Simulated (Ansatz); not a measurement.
Ansatz (an electronic-structure program) input (RI-MP2/def2-QZVPPD):
A basis named .json is the Basis Set Exchange file of that set.

Ansatz 0.2 input:
```yaml
crystal:
  periodic: [false, false, false]
  atoms:
    - {symbol: La, position_ang: [0.09312442, -0.49573003, -0.61889396]}
    - {symbol: Br, position_ang: [-0.25941605, 2.21777587, -0.97675781]}
    - {symbol: Br, position_ang: [0.10775627, -1.41044410, 1.98467084]}
basis:
  gaussian:
    orbitals: def2-QZVPPD.json
    fitting: {mean_field: def2-universal-jkfit, correlation: def2-QZVPPD-RIFIT.json}
total_charge: -1
magnetization: {spin_polarized: false}
correlation: {method: mp2, electrons: outside_noble_gas}
```

Output:

```
Functional definition: HF
integrals: 0.44 GiB planned
759 factors; integrals over basis functions are off by at most 1.3e0 eV
mean field: 1.27 GiB planned
mean field evaluation 1: about -140852.8701 eV, gradient 1.1e1 eV
mean field evaluation 2: about -140853.4483 eV, gradient 6.7e0 eV
mean field evaluation 4: about -140853.6042 eV, gradient 8.5e-1 eV
mean field evaluation 8: about -140853.6240 eV, gradient 2.3e-6 eV
mean field evaluation 16: about -140853.6240 eV, gradient 6.3e-6 eV
mean field evaluation 32: about -140853.6240 eV, gradient 2.3e-6 eV
mean field -140853.62397664 eV, -5176.2752071261 hartree, gradient 2.3e-6 eV, S^2 0.000000; 3 other end points of the search recorded, 0 dependent functions left out; unrestricted orbitals would lower it
32 core orbitals not correlated
880 factors; their error is unknown
reference -140853.62397664 eV, -5176.2752071261 hartree; 9, 9 occupied and 236, 236 virtual orbitals, 880 factors
second order -11.53923898 eV of doubles, -0.00000000 eV of singles
Total energy: -140865.16321562 eV, -5176.6992663372 hartree
```

This state (charge -1, singlet) is run at the relaxed geometry of the species with charge 0 and multiplicity 2.
